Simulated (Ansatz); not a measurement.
`OBCCl` + H–F → `OBF` + `CCl` at 500 K and 1 bar (ligand exchange at a B–C bond).

Program: Ansatz. Geometries: PBE0-D4/def2-TZVP. ΔE: electronic, gas phase. CCSD(T)/CBS adds triple-zeta CCSD(T) − MP2 to the extrapolated MP2 energy (def2 sets, frozen cores). This one scheme is used for every species. One conformer a species, not always the lowest.

```
species  CCSD(T)/CBS energy (Eh)  H − E (kJ/mol)  S (J/(mol·K))
`OBCCl`               -600.26080           181.5          342.5
    H–F               -100.39570            39.4          188.7
  `OBF`               -201.07426           102.6          282.2
  `CCl`               -499.63220           119.3          258.4
```

H − E and S are ideal-gas, rigid-rotor, harmonic terms from PBE0-D4/def2-TZVP, for one conformer and one mirror image of each species. 1 Eh = 2625.50 kJ/mol, R = 8.31446 J/(mol·K).

Q: By hand: ΔE, ΔH, ΔS and ΔG.

A: ΔE = (-201.07426) + (-499.63220) − (-600.26080) − (-100.39570) = -0.04996 Eh = -131.2 kJ/mol. Δ(H − E) = 102.6 + 119.3 − 181.5 − 39.4 = 1.0, so ΔH = -130.2 kJ/mol. ΔS = 282.2 + 258.4 − 342.5 − 188.7 = 9.4 J/(mol·K). ΔG = -130.2 − 500 × (9.4)/1000 = -134.9 kJ/mol.

Q: By hand: the equilibrium constant, and the temperature at which ΔG would vanish if ΔH and ΔS stayed fixed.

A: log₁₀ K = −ΔG/(RT ln 10) = 14.1. ΔH and −TΔS have one sign here, so there is no such temperature.

The number of gas molecules stays the same, so ΔS is small and ΔH decides. A doubt of 5 kJ/mol in ΔE shifts log₁₀ K by 0.5 here. Other conformers and mirror images would add mixing entropy, several J/(mol·K) or more a flexible species. These are equilibria of isolated gas molecules and say nothing of rates. Largest T1 diagnostic: 0.013 (customary marks: 0.02 for closed shells, 0.045 for open ones).

ΔS is within the doubt of such terms, so its sign, and with it that verdict, could turn.
